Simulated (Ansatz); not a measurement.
`O[SiH2]OC=S` + `C[SiH2]N` → `C[SiH2]NC=S` + `O[SiH2]O`  (substitution at a C–O bond)

Gas-phase electronic energies from Ansatz, PBE0-D4/def2-TZVP geometries. CBS: MP2 limit from def2 TZ/QZ plus the TZ coupled-cluster correction, frozen cores. Functionals use def2-TZVPP. B3LYP here is the variant with VWN-RPA as its local correlation; programs differ in this. One conformer a species, not always the lowest.

`O[SiH2]OC=S`:

Z-matrix (Å, degrees):
```
Si
O 1 1.674
O 1 1.629 2 111.4
H 1 1.477 2 108.7 3 116.3
H 1 1.476 2 103.5 3 -121.5
C 2 1.329 1 125.8 3 -83.5
H 3 0.958 1 119.4 2 -67.9
S 6 1.607 2 124.5 1 173.3
H 6 1.096 2 113.9 1 -7.2
```

`C[SiH2]N`:

```xyz
10

C     1.389    0.156    0.070
Si   -0.447    0.420    0.320
N    -1.494   -0.698   -0.463
H     1.962    0.917    0.607
H     1.656    0.218   -0.988
H     1.700   -0.824    0.441
H    -0.800    1.774   -0.189
H    -0.739    0.338    1.778
H    -1.633   -0.662   -1.459
H    -1.594   -1.638   -0.117
```

`C[SiH2]NC=S`:

```xyz
12

C    -1.158   -1.315    0.301
Si   -0.327   -0.151   -0.884
N     0.427    1.247   -0.092
C     1.515    1.151    0.684
S     2.270   -0.252    1.049
H    -1.726   -2.062   -0.261
H    -1.854   -0.776    0.947
H    -0.424   -1.827    0.924
H    -1.348    0.522   -1.735
H     0.671   -0.816   -1.753
H     0.069    2.177   -0.249
H     1.886    2.104    1.068
```

`O[SiH2]O`:

Cartesian coordinates in Å:
```
O 0.590 0.386 -1.268
Si 0.304 0.021 0.307
O -1.246 -0.430 0.604
H 0.527 -0.324 -1.908
H 1.103 -1.146 0.747
H 0.655 1.265 1.030
H -1.932 0.229 0.488
```

```tsv
level	ΔE (kJ/mol)	difference from CCSD(T)/CBS
PBE-D4	-71.2	-2.3
r2SCAN-D4	-70.0	-1.1
PBE0-D4	-72.3	-3.4
B3LYP-D4	-67.7	1.2
ωB97X-V	-66.3	2.6
ωB97M-V	-67.6	1.3
B2PLYP	-64.6	4.3
PBE	-67.1	1.8
r2SCAN	-69.1	-0.2
PBE0	-68.8	0.1
B3LYP	-61.0	7.9
HF/def2-TZVPP	-58.6	10.3
MP2/def2-TZVPP	-71.7	-2.8
SCS-MP2/def2-TZVPP	-66.5	2.4
CCSD/def2-TZVPP	-65.2	3.7
CCSD(T)/def2-TZVPP	-66.6	2.3
HF/def2-QZVPP	-57.8	11.1
MP2/def2-QZVPP	-72.7	-3.8
SCS-MP2/def2-QZVPP	-67.5	1.4
HF/CBS(def2)	-57.7	11.2
MP2/CBS(def2)	-74.0	-5.1
CCSD/CBS(def2)	-67.5	1.4
CCSD(T)/CBS	-68.9	0
```

Largest T1 diagnostic among the species: 0.016.

In def2-TZVPP, CCSD(T) changes the Hartree–Fock value by −8.0 kJ/mol (the triples alone add −1.4 kJ/mol) and MP2 by −13.1 kJ/mol. The D4 term adds −6.7 kJ/mol with B3LYP and −3.5 kJ/mol with PBE0; it sums over pairs of atoms, weighted by their polarisabilities, and B3LYP, whose exchange is more repulsive, gets the larger term.
